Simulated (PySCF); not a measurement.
**Electron correlation in Xe⁺ (xenon, charge +1)**

[Kr] 4d10 5s2 5p5, 2P determinant. Computed with PySCF 2.14 in def2-TZVPPD with the def2 core potential (28 electrons) (7s6p4d2f, 59 functions), with a scalar-relativistic core potential. Frozen: 4s2 4p6 4d10; 7 electrons correlated.

MP2 pair energies summed by pair of shells (mhartree):

```
 pair  energy  share (%)
5p-5p  -72.26       62.0
5s-5p  -37.67       32.3
5s-5s   -6.57        5.6
```

Total MP2 correlation energy: -116.50 mhartree.

Same-spin part -26.20 and opposite-spin part -90.30 mhartree; SCS-MP2 scales them by 1/3 and 6/5 to -117.09 mhartree.
